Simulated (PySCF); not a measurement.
Species: C2H9PSi2.
Cartesian coordinates in Å at the PBE0-D3(BJ)/def2-SVP level; atoms count from 1:
```xyz
14
C2H9PSi2 angstrom
Si    -1.816    0.834   -0.442
C     -0.949    0.202    1.104
C      0.160   -0.562    1.146
Si     1.120   -1.192   -0.338
P      2.786    0.198   -1.001
H     -2.721   -0.205   -1.024
H     -0.822    1.236   -1.484
H     -2.637    2.027   -0.076
H     -1.400    0.498    2.062
H      0.557   -0.836    2.134
H      1.753   -2.502    0.003
H      0.202   -1.382   -1.503
H      1.977    1.368   -0.863
H      3.327    0.309    0.318
```

Level of theory: PBE0-D3(BJ)/def2-SVP geometry optimisation, gas phase (PySCF).

Take the most abundant isotopes and a rigid rotor. The values belong to one conformer with, in the numbering `[SiH3:1]/[CH:2]=[CH:3]\[SiH2:4][PH2:5]`, C2–C3–Si4–P5 91°, C3–Si4–P5–H -43° and 50°.

Task: Give the principal moments of inertia and the rotational constants in cm⁻¹.

Result: Ia = 132.18, Ib = 453.85, Ic = 509.31 u·Å²; 505379 MHz·u·Å²/I gives 3824, 1114 and 992.3 MHz, that is A = 0.12754, B = 0.03714, C = 0.03310 cm⁻¹.

Task: Classify the top.

Result: A near-prolate asymmetric top; Ray's κ = -0.914.

Task: Is it planar, by Δ = Ic − Ia − Ib?

Result: Not planar: Δ = Ic − Ia − Ib = -76.71 u·Å². For a rigid frame Δ = −2 Σ m c², so Σ m c² = 38.36 u·Å² lies off the ab plane: 13.82 from hydrogen and 24.53 from heavier atoms. The atom farthest from that plane is 1.84 Å away.

Task: Give the other two planar moments, Paa and Pbb, and the rms extents of the mass along the axes.

Result: Paa = Σ m a² = (Ib + Ic − Ia)/2 = 415.49 and Pbb = Σ m b² = (Ia + Ic − Ib)/2 = 93.82 u·Å². With the mass M = 120.00 u, the rms extents √(P/M) along a, b and c are 1.86, 0.88, 0.57 Å.

Task: Where do the levels up to J = 4 lie, in MHz?

Result: Above 0(0,0):
J = 1: 1(0,1) 2106, 1(1,1) 4816, 1(1,0) 4937
J = 2: 2(0,2) 6313, 2(1,2) 8906, 2(1,1) 9270, 2(2,1) 17400, 2(2,0) 17404
J = 3: 3(0,3) 12615, 3(1,3) 15039, 3(1,2) 15767, 3(2,2) 23717, 3(2,1) 23737, 3(3,1) 37573, 3(3,0) 37573
J = 4: 4(0,4) 20999, 4(1,4) 23212, 4(1,3) 24424, 4(2,3) 32138, 4(2,2) 32197, 4(3,2) 46004, 4(3,1) 46005, 4(4,1) 65392, 4(4,0) 65392
Those of J = 1 are B + C, A + C and A + B.

Task: Predict some low-J microwave lines.

Result: The dipole components are |μa| = 0.77 D, |μb| = 0.89 D, |μc| = 1.00 D. Intensities carry the squares of the components, which stand as 0.59 : 0.79 : 1.00 (a : b : c). Some of the stronger lines:

| type | branch | J(Ka,Kc) | MHz | lower level (cm⁻¹) |
| --- | --- | --- | --- | --- |
| c | Q | 4(1,4) ← 4(0,4) | 2214 | 0.700 |
| c | Q | 3(1,3) ← 3(0,3) | 2424 | 0.421 |
| c | Q | 2(1,2) ← 2(0,2) | 2593 | 0.211 |
| b | Q | 1(1,0) ← 1(0,1) | 2831 | 0.070 |
| b | R | 3(0,3) ← 2(1,2) | 3709 | 0.297 |
| a | R | 2(1,1) ← 1(1,0) | 4333 | 0.165 |
| c | R | 1(1,0) ← 0(0,0) | 4937 | 0.000 |
| c | R | 2(1,1) ← 1(0,1) | 7164 | 0.070 |
| b | Q | 3(2,1) ← 3(1,2) | 7971 | 0.526 |
| c | Q | 2(2,1) ← 2(1,1) | 8130 | 0.309 |
| b | Q | 2(2,0) ← 2(1,1) | 8134 | 0.309 |
| b | Q | 3(2,2) ← 3(1,3) | 8678 | 0.502 |
| b | R | 4(1,4) ← 3(0,3) | 10597 | 0.421 |
| c | R | 4(1,3) ← 3(0,3) | 11809 | 0.421 |
| c | R | 2(2,0) ← 1(1,0) | 12467 | 0.165 |
| c | R | 2(2,1) ← 1(1,1) | 12584 | 0.161 |
| c | Q | 3(3,1) ← 3(2,1) | 13836 | 0.792 |
| b | Q | 4(3,2) ← 4(2,3) | 13866 | 1.072 |
| c | R | 3(2,1) ← 2(1,1) | 14467 | 0.309 |
| c | R | 4(2,2) ← 3(1,2) | 16430 | 0.526 |
| b | R | 4(2,2) ← 3(1,3) | 17158 | 0.502 |
| c | Q | 4(4,1) ← 4(3,1) | 19387 | 1.535 |
| b | R | 4(3,2) ← 3(2,1) | 22267 | 0.792 |
| c | R | 4(3,2) ← 3(2,2) | 22287 | 0.791 |
| c | R | 4(4,1) ← 3(3,1) | 27818 | 1.253 |

Task: Estimate the classical rotational partition function at 10 K, 25 K and 500 K.

Result: Point group C1, symmetry number σ = 1; q = (√π/σ)·√((kT/h)³/(ABC)), k/h = 20836.6 MHz/K: 2590 at 10 K, 10300 at 25 K, 917000 at 500 K.

Not checked by PBE0-D3(BJ)/def2-SVP frequencies. Zero-point vibration and centrifugal distortion are left out. A rigid rotor knows nothing of internal rotation, which can split or shift real lines.
